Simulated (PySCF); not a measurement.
A PySCF script (with the pyscf-properties extension) for the NMR shieldings of SMILES FC(F)(F)CC1=C[O][AlH2-][O+]=C1, C5H6AlF3O2, on a GFN2-xTB geometry:

```python
import basis_set_exchange as bse
import numpy as np
from pyscf import gto, dft
from pyscf.prop import nmr

atoms = """
F    -1.744994    1.684095   -1.229265
C    -2.251560    0.906502   -0.263995
F    -2.054310    1.546305    0.895687
F    -3.576318    0.862462   -0.460288
C    -1.630084   -0.485157   -0.263558
C    -0.142802   -0.394363   -0.047150
C     0.725989   -0.224255   -1.125854
O     1.978505   -0.127347   -1.022697
Al    3.089952   -0.149163    0.430297
O     1.619079   -0.301959    1.506005
C     0.390515   -0.399591    1.242388
H    -2.108932   -1.055931    0.533276
H    -1.862519   -0.947341   -1.224068
H     0.300157   -0.164892   -2.136907
H     3.843139   -1.490940    0.456255
H     3.716102    1.242641    0.606801
H    -0.298918   -0.489036    2.093166
"""
names = dict.fromkeys(["F", "C", "O", "Al", "H"], "pcSseg-1")
basis = {el: gto.basis.parse(bse.get_basis(n, elements=[el], fmt="nwchem")) for el, n in names.items()}
mol = gto.M(atom=atoms, basis=basis, charge=0, verbose=0)
mf = dft.RKS(mol, xc="PBE0")
mf.grids.level = 2
mf.grids.alignment = dft.numint.BLKSIZE   # the property module wants whole blocks of grid points
mf.conv_tol = 1e-9
mf.kernel()

calc = nmr.RKS(mf)   # GIAO
C = mf.mo_coeff
Co = C[:, mf.mo_occ > 0]
resp = mf.gen_response(singlet=True, hermi=2)
def vind(x):   # induced exchange potential for any number of trial vectors
    d = np.einsum("pi,xij,qj->xpq", C, 2 * x.reshape(-1, C.shape[1], Co.shape[1]), Co, optimize=True)
    return np.einsum("xpq,pi,qj->xij", resp(d - d.transpose(0, 2, 1)), C, Co, optimize=True).ravel()
mo1, _ = nmr.rhf.solve_mo1(calc, with_cphf=vind)
sigma = calc.kernel(mo1)
for i, s in enumerate(sigma):   # ppm
    print("%2d %-2s %9.2f" % (i, mol.atom_pure_symbol(i), np.trace(s) / 3))
```

**Question.** What are the results?

**Answer.** 
```
 0 F     260.91
 1 C      52.85
 2 F     260.67
 3 F     253.81
 4 C     150.04
 5 C      75.03
 6 C      -6.48
 7 O      17.74
 8 Al    436.58
 9 O      18.12
10 C      -6.33
11 H      28.94
12 H      28.92
13 H      23.07
14 H      27.31
15 H      27.30
16 H      23.09
```

These numbers come from an equivalent density-fitted implementation of the same equations, which agrees with the script to about 0.01 ppm for H and up to a few tenths of a ppm for heavy atoms, so last digits may differ.

Size and cost of the density-fitted run: 224 basis functions, 85 s wall time on 1 thread of an Arm Neoverse N1, shared host; peak memory 1 GiB.
